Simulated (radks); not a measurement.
Task: The calcium ion Ca4+, 16 electrons, occupied as [Ne] 3s2 3p3.5 4f0.5 (fractional occupations, a model configuration). Calculated with a radial shooting solver on a logarithmic mesh with Libxc functionals: scalar-relativistic Kohn-Sham, LDA (Slater exchange, Perdew-Zunger correlation), spin-polarised, spherical densities, point nucleus; open shells are filled with parallel spins first. Some entries of the table are withheld. Estimate them.

orbital  occ.  eigenvalue (Ry)  <r^2> (bohr^2)
1s up       1        -294.4632        0.007977
1s down     1        -294.3932        0.007975
2s up       1        -35.16135          0.1576
2s down     1        -35.08990          0.1571
2p up       3        -29.42705          0.1325
2p down     3        -29.33893          0.1322
3s up       1              (1)           1.340
3s down     1              (2)           1.358
3p up       3         -6.16794           1.499
3p down   0.5         -5.89105           1.530
4f up     0.5              (3)             (4)
4f down     0              (5)             (6)

Result: 
(1) 3s up eigenvalue (Ry): -7.64649
(2) 3s down eigenvalue (Ry): -7.36029
(3) 4f up eigenvalue (Ry): -1.34915
(4) 4f up <r^2> (bohr^2): 13.34
(5) 4f down eigenvalue (Ry): -1.26155
(6) 4f down <r^2> (bohr^2): 14.58
